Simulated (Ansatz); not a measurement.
Consider the ligand exchange at the Si–F bond: `F[Si](F)(F)[GeH3]` + HCl → `F[Si](F)(Cl)[GeH3]` + H–F.

Computed with Ansatz on PBE0-D4/def2-TZVP structures; ΔE is electronic, products minus reactants. CCSD(T)/CBS is the MP2 limit (def2-TZVPP, def2-QZVPP) plus CCSD(T) − MP2 in def2-TZVPP, frozen cores. This one scheme is used for every species. For Ge outer-core shells are correlated without core-valence functions, which leaves a few kJ/mol of doubt a bond. Scalar relativity is left out up to krypton.

```csv
species,CCSD(T)/CBS(def2) energy (Eh)
`F[Si](F)(F)[GeH3]`,-2666.58098
HCl,-460.38127
`F[Si](F)(Cl)[GeH3]`,-3026.54774
H–F,-100.39570
```

(1) Work out ΔE.

Largest T1 diagnostic among the species: 0.012.

Results:

(1) ΔE = (-3026.54774) + (-100.39570) − (-2666.58098) − (-460.38127) = 0.01881 Eh = +0.51 eV.

In def2-TZVPP, CCSD(T) changes the Hartree–Fock value by −0.12 eV (the triples alone add −0.03 eV) and MP2 by −0.18 eV. The D4 term adds −0.07 eV with B3LYP and −0.04 eV with PBE0; it sums over pairs of atoms, weighted by their polarisabilities, and B3LYP, whose exchange is more repulsive, gets the larger term.

B3LYP here is the variant with VWN-RPA as its local correlation; programs differ in this.
